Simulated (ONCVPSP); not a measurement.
Potentials for I compared

Generated with ld1.x 7.5 (TM, RRKJ, ultrasoft, PAW), atompaw 4.2 or ONCVPSP 4.0.1. The cutoff is in Ry: for ld1.x and atompaw files where the sum of valence levels is converged to 10 mRy in a Bessel basis, for ONCV files where the hardest occupied wave has 1 mHa per electron of residual kinetic energy. The error is the largest all-electron minus pseudo excitation energy over each file’s own four to seven test configurations (ionisations up to +4, promotions, holes and added fractions of an electron), all of which were solved. The labels leave out finer settings (local radius, basis sizes, second energies), which also bear on the numbers. Spin-polarised tests are not counted. The rows are a selection from randomly drawn settings: files with unsolved tests, undetermined cutoffs or missed reference levels are left out.

| potential | cutoff (Ry) | largest error (meV) | bound ghosts |
| --- | --- | --- | --- |
| ONCV, PBE, scalar-relativistic, rc 1.15/1.30/1.15 (spd), local d, core correction no, reference 4s2 4p6 4d10 5s1.5 5p5.5, qcut 9.8/12.3/12.4, projectors 2/2/0 | 111 | -25 | none |
| ONCV, PBE, scalar-relativistic, rc 1.70/2.20 (sp), local smoothed, core correction yes, reference 5s2 5p5, qcut 2.9/4.2, projectors 3/2 | 64 | -228 | none |

Question: Fill in the row for I: ONCV, LDA (Perdew-Wang 92), scalar-relativistic, rc 1.62/1.55/1.10 (spd), local smoothed, core correction yes, reference 4s2 4p6 4d10 5s2 5p5, qcut 8.4/7.1/16.8, projectors 2/2/1.

Answer: cutoff 128 Ry, largest error -24 meV, bound ghosts: none.

Question: Fill in the row for I: ONCV, PBE, scalar-relativistic, rc 1.00/1.55/1.05 (spd), local smoothed, core correction yes, reference 4s2 4p6 4d10 5s2 5p5, qcut 11.3/5.8/12, projectors 3/2/2.

Answer: cutoff 110 Ry, largest error +258 meV, bound ghosts: none.

Question: Fill in the row for I: ONCV, PBE, scalar-relativistic, rc 1.40/1.00/1.00 (spd), local d, core correction yes, reference 4s2 4p6 4d10 5s2 5p5, qcut 8.4/14.3/16.2, projectors 2/2/0.

Answer: cutoff 145 Ry, largest error -81 meV, bound ghosts: none.
